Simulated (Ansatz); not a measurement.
`[F][GeH2][F]` → `[F][Ge][F]` + H₂ at 700 K and 1 bar (germylene formation by 1,1-elimination).

Calculated with Ansatz (gas phase, PBE0-D4/def2-TZVP geometries, no zero-point term in ΔE). CCSD(T)/CBS adds triple-zeta CCSD(T) − MP2 to the extrapolated MP2 energy (def2 sets, frozen cores). This one scheme is used for every species. For Ge outer-core shells are correlated without core-valence functions, which leaves a few kJ/mol of doubt a bond. Scalar relativity is left out up to krypton.

```
       species  CCSD(T)/CBS energy (Eh)  H − E (kJ/mol)  S (J/(mol·K))
`[F][GeH2][F]`              -2276.96403            97.5          340.8
  `[F][Ge][F]`              -2275.77030            42.7          315.6
            H₂                 -1.17544            46.8          155.3
```

H − E and S are ideal-gas, rigid-rotor, harmonic terms from PBE0-D4/def2-TZVP. The MP2-based limit puts H₂ 0.8 mEh under its directly extrapolated value; such offsets cancel only in part. 1 Eh = 2625.50 kJ/mol, R = 8.31446 J/(mol·K).

Task: By hand: ΔE, ΔH, ΔS and ΔG.

Result: ΔE = (-2275.77030) + (-1.17544) − (-2276.96403) = 0.01829 Eh = 48.0 kJ/mol. Δ(H − E) = 42.7 + 46.8 − 97.5 = -8.0, so ΔH = 40.0 kJ/mol. ΔS = 315.6 + 155.3 − 340.8 = 130.1 J/(mol·K). ΔG = 40.0 − 700 × (130.1)/1000 = -51.1 kJ/mol.

Task: By hand: the equilibrium constant, and the temperature at which ΔG would vanish if ΔH and ΔS stayed fixed.

Result: log₁₀ K = −ΔG/(RT ln 10) = 3.8. ΔG = 0 at ΔH/ΔS = 307 K.

The number of gas molecules changes by +1, which sets the sign of ΔS. A doubt of 5 kJ/mol in ΔE shifts log₁₀ K by 0.4 here. These are equilibria of isolated gas molecules and say nothing of rates. Largest T1 diagnostic: 0.015 (customary marks: 0.02 for closed shells, 0.045 for open ones).
